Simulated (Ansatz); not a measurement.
Cost and result for the atomization energy of CH8OSSi2, SMILES `CO[SiH2]S[SiH3]` (13 atoms, 12 bonds).

```json
{"atom": "C1", "x (Å)": "-1.888", "y (Å)": "-0.570", "z (Å)": "-0.856"}
{"atom": "O2", "x (Å)": "-1.061", "y (Å)": "-0.038", "z (Å)": "0.156"}
{"atom": "Si3", "x (Å)": "-0.196", "y (Å)": "1.345", "z (Å)": "-0.014"}
{"atom": "S4", "x (Å)": "1.335", "y (Å)": "1.341", "z (Å)": "1.451"}
{"atom": "Si5", "x (Å)": "2.057", "y (Å)": "-0.630", "z (Å)": "1.020"}
{"atom": "H6", "x (Å)": "-2.840", "y (Å)": "-0.032", "z (Å)": "-0.908"}
{"atom": "H7", "x (Å)": "-1.405", "y (Å)": "-0.525", "z (Å)": "-1.839"}
{"atom": "H8", "x (Å)": "-2.091", "y (Å)": "-1.614", "z (Å)": "-0.615"}
{"atom": "H9", "x (Å)": "-1.011", "y (Å)": "2.562", "z (Å)": "0.229"}
{"atom": "H10", "x (Å)": "0.362", "y (Å)": "1.379", "z (Å)": "-1.393"}
{"atom": "H11", "x (Å)": "1.276", "y (Å)": "-1.665", "z (Å)": "1.737"}
{"atom": "H12", "x (Å)": "1.993", "y (Å)": "-0.883", "z (Å)": "-0.443"}
{"atom": "H13", "x (Å)": "3.468", "y (Å)": "-0.670", "z (Å)": "1.477"}
```

Charge 0, multiplicity 1. Geometry: relaxed with PBE0-D4/def2-TZVP. It is one conformer, not always the lowest. Program: Ansatz. All runs use 2 threads of an AMD EPYC 7R13 on a shared host and a share of an NVIDIA H100 80 GB. Times are those of one run each, without the atoms' runs, and a repeat can differ threefold. Electronic energies, without spin–orbit coupling; frozen cores. CCSD(T)/CBS adds CCSD(T) − MP2 in def2-TZVPP to the MP2 limit, and its time is that of the two runs behind it. T1 = 0.011. B3LYP takes the VWN-RPA correlation (the form of Gaussian; ORCA's B3LYP/G).

CCSD(T)/CBS is a level of theory with its own doubt, some kJ/mol a heavy atom from the limit and from the frozen cores, so smaller differences don't rank the functionals.

| level | functions | wall time | atomization (kJ/mol) | difference from CCSD(T)/CBS | per bond |
| --- | --- | --- | --- | --- | --- |
| PBE0-D4/def2-TZVPP | 300 | 2.5 s | 4374.2 | -45.0 | -3.8 |
| B3LYP-D4/def2-TZVPP (with forces) | 300 | 3.1 s | 4397.7 | -21.5 | -1.8 |
| ωB97X-V/def2-TZVPP | 300 | 3.2 s | 4439.0 | 19.8 | 1.7 |
| CCSD(T)/def2-TZVPP | 300 | 3.4 s | 4296.1 | -123.1 | -10.3 |
| ωB97M-V/def2-TZVPP (with forces) | 300 | 4.2 s | 4425.4 | 6.2 | 0.5 |
| B2PLYP/def2-TZVPP | 300 | 4.5 s | 4344.1 | -75.1 | -6.3 |
| MP2/def2-QZVPP | 564 | 4.8 s | 4402.1 | -17.1 | -1.4 |
| r2SCAN-D4/def2-TZVPP (with forces) | 300 | 5 s | 4413.7 | -5.5 | -0.5 |
| PBE-D4/def2-TZVPP (with forces) | 300 | 5.5 s | 4415.7 | -3.5 | -0.3 |
| CCSD(T)/CBS(def2) | – | 8.2 s | 4419.2 | 0.0 | 0.0 |

From PBE to PBE0 (25 % exact exchange), in def2-TZVPP and without D4, the atomization energy moves by −36.8 kJ/mol: exact exchange takes away binding that semilocal exchange gives to molecules. The D4 term adds +53.1 kJ/mol with B3LYP and +28.1 kJ/mol with PBE0; it sums over pairs of atoms, weighted by their polarisabilities, and B3LYP, whose exchange is more repulsive, gets the larger term. In def2-TZVPP, CCSD(T) changes the Hartree–Fock value by +1023.4 kJ/mol (the triples alone add +54.2 kJ/mol) and MP2 by +1056.1 kJ/mol; breaking electron pairs costs correlation energy, which Hartree–Fock lacks.
